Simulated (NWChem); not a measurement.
## Correlation energy of CH$_{2}$Cl

```xyz
4

C      0.0000     0.0000    -1.1183
Cl     0.0000     0.0000     0.5872
H      0.9680     0.0000    -1.6363
H     -0.9680     0.0000    -1.6363
```
Charge 0, spin multiplicity 2.

All runs are NWChem calculations. Structure: optimised with UPBE/def2-SVP, a minimum by its harmonic frequencies.

Basis set: cc-pVDZ. Each correlation energy counts from its own Hartree-Fock reference.

```tsv
method	correlation energy (mHa)
URI-MP2	-255.3
UMP2	-255.3
SCS-UMP2	-251.0
CCSD on UHF	-285.0
CCSD[T] on UHF	-291.9
CCSD(T) on UHF	-291.6
CCSD on ROHF	-290.1
CCSD[T] on ROHF	-297.3
CCSD(T) on ROHF	-297.0
```

The values span 46.3 mHa, from CCSD[T] on ROHF (lowest) to SCS-UMP2 (highest). 

The correlated methods keep 6 core orbitals frozen. The structure started from a generated list of species. The unpaired electrons of the parent sit in orbitals of symmetry b2 (C2v labels of the run); other states weren't searched. The stability of the SCF solutions was not checked. Open-shell Hartree-Fock references start from PBE0 orbitals. No row is a measurement; the coupled-cluster row has its own basis-set and correlation limits.
